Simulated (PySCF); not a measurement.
Structure problem from calculated spectra and properties.

Formula: C5H6FN.

* 13C NMR: chemical shifts (computed TMS as zero) by class: 191.3 (1 C), 117.4 (1 C), 83.1 (1 C), 32.5 (1 C), 14.8 (1 C) ppm [GIAO PBE0/pcSseg-1]
* UV, first state: lowest singlet excitation: 6.22 eV (199 nm, f = 0.503) [TDDFT PBE0/def2-SVPD]
* Dipole: 5.64 D [PBE0/def2-SVPD]
* Rotational structure: rotational constants A, B, C: 7.165, 1.389, 1.270 GHz [GFN2-xTB]
* NMR, other nuclei: isotropic shieldings of nuclei other than C and H, by class: -59 (1 N), 244 (1 F) ppm [GIAO PBE0/pcSseg-1]
* 1H NMR: chemical shifts (computed TMS as zero) by class: 4.63 (1 H), 2.33 (2 H), 1.32 (3 H) ppm [GIAO PBE0/pcSseg-1]
* Triplet: lowest triplet excitation (Tamm–Dancoff): 3.74 eV [TDA PBE0/def2-SVPD]
* Polarisability: 67.8 au [PBE0/def2-SVPD]

Electronic properties: PySCF, gas phase, density fitting. Levels stand in brackets. NMR shifts are as computed; neighbouring signals can stand in another order in a measured spectrum. Isolated species at its GFN2-xTB geometry (one conformer only). NMR values are class means; diastereotopic atoms form classes of their own.

Question: Propose a structure and show how it fits.

Answer: Numbering: `[CH3:1][CH2:2]/[C:3]([F:4])=[CH:5]/[C:6]#[N:7]`. Its formula, C5H6FN, gives 3 degrees of unsaturation: 0 rings and 3 π bonds in the structure found. 5 carbons fall into 5 classes; from least to most shielded: vinylic C–F carbon [C3] (191.3 ppm), nitrile carbon [C6] (117.4 ppm), alkene CH carbon [C5] (83.1 ppm), allylic carbon [C2] (32.5 ppm), methyl carbon [C1] (14.8 ppm). Hydrogen classes from least to most shielded: 1 H on an alkene CH carbon, C5 (4.63 ppm), 2 H on an allylic carbon, C2 (2.33 ppm), 3 H on a methyl carbon, C1 (1.32 ppm, a mean of values up to 0.5 ppm apart in this geometry). The other shieldings belong to: -59 ppm, nitrile nitrogen [N7]; 244 ppm, vinyl fluorine [F4]. S1 is mainly HOMO→LUMO (weight 0.92); the largest Löwdin shares of the orbital it empties are 0.27 on the alkene CH carbon, 0.22 on the vinylic C–F carbon, 0.20 on the nitrile nitrogen and 0.13 on the nitrile carbon, of the orbital it fills 0.31 on the vinylic C–F carbon, 0.20 on the alkene CH carbon, 0.15 on the nitrile nitrogen and 0.13 on the nitrile carbon. The optimised geometry has point group C1 and is an asymmetric top. Structure: `CC/C(F)=C/C#N`. Computed isomers that give other values at the same levels: `[H]/N=C\C(=C)C(=C)F` (13C chemical shifts (computed TMS as zero) by class: 170.4 (1 C), 170.2 (1 C), 145.0 (1 C), 131.2 (1 C), 101.7 (1 C) ppm); `Cn1ccc(F)c1` (13C chemical shifts (computed TMS as zero) by class: 161.5 (1 C), 119.9 (1 C), 109.1 (1 C), 104.0 (1 C), 37.3 (1 C) ppm); `FCc1ccc[nH]1` (13C chemical shifts (computed TMS as zero) by class: 130.3 (1 C), 122.4 (1 C), 114.6 (1 C), 113.5 (1 C), 81.3 (1 C) ppm). The assignments are read from this structure; whether some other isomer fits the data as well wasn't checked.

Conformer computed: `[CH3:1][CH2:2]/[C:3]([F:4])=[CH:5]/[C:6]#[N:7]`: C1–C2–C3–F4 -69°.
